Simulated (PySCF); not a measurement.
A GIAO shielding run with PySCF 2.14.0 with density-fitted response routines (density fitting, non-relativistic, gas phase) on SMILES ClC[Si@@H]1CC(=C)[C@@H]1F, C₅H₈ClFSi:

```
$ OMP_NUM_THREADS=1 python probes_run.py task.json out

{"job": {"kind": "nmr", "xc": "PBE0", "basis": "pcSseg-1"}, "charge": 0, "multiplicity": 1}
C     -2.468780    -0.215543     0.495184
C     -1.304128    -0.090631    -0.107267
C     -0.508733     1.162707    -0.409190
Si     1.074415     0.113270    -0.659168
C      2.211010     0.065550     0.868483
Cl     3.216170     1.544176     0.858914
C     -0.360524    -1.185895    -0.551541
F     -0.258214    -2.239918     0.340096
H     -2.896845    -1.183637     0.692840
H     -3.033320     0.642645     0.819436
H     -0.872279     1.660682    -1.307114
H     -0.535953     1.893255     0.396799
H      1.837822     0.191640    -1.901313
H      1.661753     0.062654     1.807413
H      2.895332    -0.778974     0.865945
H     -0.665326    -1.633038    -1.502831
```

Hardware: 1 thread of an Intel Xeon, shared host. The job also computes population analyses, field gradients, ring-centre shieldings.

Task: How large is the calculation?

Result: 78 electrons, 190 basis functions and 1030 auxiliary functions.

Task: How long does it take, and how much memory does it need?

Result: 2.2 min of wall time, with 14 SCF cycles and 5 response iterations; peak memory 0.88 GiB. Times on a shared host scatter by some tens of per cent.
